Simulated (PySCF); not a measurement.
ClH2Si, SMILES [SiH2]Cl (connectivity only; charge and spin as stated), charge +1, multiplicity 1.

Geometry: B3LYP-D3(BJ)/def2-TZVP. The multiplicity is an assumed one; other spin states were not compared. The isomer is the one that the SMILES or the coordinates give; other isomers of the formula were not compared.

The numbers are results of ωB97X/def2-TZVPD (PySCF), not measurements.

Symmetry labels are those of the subgroup C2v that the program uses (full group C2v).

Question: List the valence orbital energies around the gap with their symmetry. (Estimate from the structure and the level; the computed values follow.)

Answer: 
| orbital | symmetry | energy (eV) |
|---|---|---|
| HOMO−7 | A1 | -110.87 |
| HOMO−6 | B2 | -110.78 |
| HOMO−5 | A1 | -33.34 |
| HOMO−4 | A1 | -24.87 |
| HOMO−3 | B2 | -20.71 |
| HOMO−2 | A1 | -20.68 |
| HOMO−1 | B1 | -19.22 |
| HOMO | B2 | -18.39 |
| LUMO | B1 | -7.30 |
| LUMO+1 | A1 | -4.46 |
| LUMO+2 | A1 | -3.43 |
| LUMO+3 | A1 | -2.37 |
